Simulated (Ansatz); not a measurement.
Consider the redistribution: `B[O][SnH2][BH]O` + `O[Si](F)(F)Br` → `O[BH][SnH2][OH]` + `BO[Si](F)(F)Br`.

Calculated with Ansatz (gas phase, PBE0-D4/def2-TZVP geometries, no zero-point term in ΔE). CCSD(T)/CBS is the MP2 limit (def2-TZVPP, def2-QZVPP) plus CCSD(T) − MP2 in def2-TZVPP, frozen cores. DFT in def2-TZVPP. Elements past krypton have def2 core potentials. For Br, Sn outer-core shells are correlated without core-valence functions, which leaves a few kJ/mol of doubt a bond. Scalar relativity is left out up to krypton. One conformer a species, not always the lowest.

`B[O][SnH2][BH]O`:

Z-matrix (Å, degrees):
```
Sn
O 1 2.018
B 1 2.277 2 107.4
H 1 1.706 2 101.1 3 123.1
H 1 1.709 2 102.5 3 -124.7
B 2 1.324 1 128.0 3 24.1
O 3 1.335 1 122.2 2 -10.4
H 3 1.198 1 120.1 2 168.7
H 6 1.227 2 121.9 1 0.4
H 6 1.203 2 120.5 1 -179.9
H 7 0.970 3 114.9 1 -2.3
```

`O[Si](F)(F)Br`:

Cartesian coordinates in Å:
```
O 0.875 0.958 -0.107
Si -0.184 -0.250 -0.026
F -0.020 -1.071 1.312
F -1.669 0.284 -0.020
Br 0.123 -1.554 -1.732
H 0.875 1.633 0.574
```

`O[BH][SnH2][OH]`:

Z-matrix (Å, degrees):
```
Sn
B 1 2.265
O 1 1.981 2 107.4
H 1 1.713 2 115.0 3 116.8
H 1 1.712 2 115.2 3 -116.7
O 2 1.347 1 115.3 3 -0.9
H 2 1.203 1 124.4 3 179.1
H 3 0.960 1 110.9 2 1.2
H 6 0.963 2 114.3 1 179.9
```

`BO[Si](F)(F)Br`:

Z-matrix (Å, degrees):
```
Si
O 1 1.613
F 1 1.570 2 108.2
F 1 1.570 2 108.2 3 -116.5
Br 1 2.174 2 113.5 3 121.7
B 2 1.356 1 139.1 3 -121.4
H 6 1.198 2 119.8 1 -0.2
H 6 1.195 2 117.2 1 179.8
```

| level | ΔE (kJ/mol) | difference from CCSD(T)/CBS |
| --- | --- | --- |
| BLYP-D4 | 35.8 | 6.9 |
| r2SCAN0-D4 | 32.0 | 3.1 |
| CAM-B3LYP-D4 | 31.7 | 2.8 |
| PBE | 38.3 | 9.4 |
| PBE0 | 33.4 | 4.5 |
| r2SCAN0 | 31.9 | 3.0 |
| BHLYP | 27.0 | -1.9 |
| HF/def2-TZVPP | 15.6 | -13.3 |
| CCSD(T)/def2-TZVPP | 31.8 | 2.9 |
| HF/def2-QZVPP | 14.9 | -14.0 |
| CCSD(T)/CBS | 28.9 | 0 |

Largest T1 diagnostic among the species: 0.016.

At CCSD(T), def2-SVP lies +15.2 kJ/mol from the extrapolated value and def2-TZVPP +2.9 kJ/mol. In def2-TZVPP, CCSD(T) changes the Hartree–Fock value by +16.2 kJ/mol (the triples alone add +3.3 kJ/mol) and MP2 by +16.2 kJ/mol. From PBE to PBE0 (25 % exact exchange), in def2-TZVPP and without D4, ΔE moves by −4.9 kJ/mol.

CCSD(T)/CBS has its own doubt, a few kJ/mol and more with outer-core shells, so smaller differences from it don't rank the levels.
